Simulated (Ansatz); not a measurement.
```xyz
8

Mg   -1.0119   -1.0119   -1.0119
O    -1.1005   -1.1005    1.1005
O    -1.1005    1.1005   -1.1005
Mg   -1.0119    1.0119    1.0119
O     1.1005   -1.1005   -1.1005
Mg    1.0119   -1.0119    1.0119
Mg    1.0119    1.0119   -1.0119
O     1.1005    1.1005    1.1005
```

Basis set: 6-31G* (spherical functions). Correlated methods keep 8 orbitals frozen. Charge 0, multiplicity 1.

Computed with Ansatz (development build ahead of 0.2.0); each method stands on the lowest determinant of its kind that the runs found. Restricted open shells among the atoms or ions are ROHF, correlated in semicanonical orbitals with singles.

**Question.** Give the atomization energy at this shape (free ground-state atoms in the same class of orbitals less the molecule, no zero-point energy) of singlet Mg₄O₄ by RHF-MP2, RHF.

**Answer.**

```json
{"method": "RHF-MP2", "atomization energy": "638.16 kcal/mol"}
{"method": "RHF", "atomization energy": "359.27 kcal/mol"}
```

Caution: no unrestricted run beside it, a lower state can exist; the shape is not the minimum.
